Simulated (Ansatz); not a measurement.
# Ligand exchange: Cd(CH3)Br + GaH2(CH3) → Cd(CH3)2 + GaH2Br

Gas-phase species: Cd(CH3)Br, singlet; GaH2(CH3), singlet; Cd(CH3)2 (dimethylcadmium), singlet; GaH2Br `[GaH2][Br]`, singlet. The partners trade Br for CH3: Cd–Br and Ga–CH3 bonds give way to Cd–CH3 and Ga–Br.

Shapes, held fixed at every level: PBE0-D4/def2-TZVP. Programs: Ansatz 0.2.0. Electronic energies: no zero-point or thermal term.

```json
{"level": "B3LYP-D4/def2-TZVPP", "kind": "global hybrid", "ΔE (kJ/mol)": "+27.8", "less CCSD(T)/def2-TZVPP": "+4.9"}
{"level": "wB97M-V/def2-TZVPP", "kind": "range-separated hybrid", "ΔE (kJ/mol)": "+29.9", "less CCSD(T)/def2-TZVPP": "+7.0"}
{"level": "B2PLYP/def2-TZVPP", "kind": "double hybrid", "ΔE (kJ/mol)": "+26.4", "less CCSD(T)/def2-TZVPP": "+3.5"}
{"level": "MP2/def2-SVP", "kind": "perturbation theory", "ΔE (kJ/mol)": "+28.8", "less CCSD(T)/def2-TZVPP": "+5.9"}
{"level": "CCSD(T)/def2-SVP", "kind": "coupled cluster or CI", "ΔE (kJ/mol)": "+30.0", "less CCSD(T)/def2-TZVPP": "+7.1"}
{"level": "CCSD/def2-TZVPP", "kind": "coupled cluster or CI", "ΔE (kJ/mol)": "+26.6", "less CCSD(T)/def2-TZVPP": "+3.7"}
{"level": "CCSD(T)/def2-TZVPP", "kind": "coupled cluster or CI", "ΔE (kJ/mol)": "+22.9", "less CCSD(T)/def2-TZVPP": "0.0"}
```

The highest level, CCSD(T)/def2-TZVPP, gives ΔE = +22.9 kJ/mol; the levels span +22.9 to +30.0. The column of differences is taken from that level and isn't an error. No measured value is set beside it here. For atoms past krypton def2 sets carry core potentials with scalar relativity. Relativity is left out for Br, Ga. Outer-core shells of Br, Cd, Ga are correlated, in sets that cover them unevenly. CCSD(T)/def2-TZVPP lies outside the range of the other correlated levels here, so it shouldn't be taken on trust.
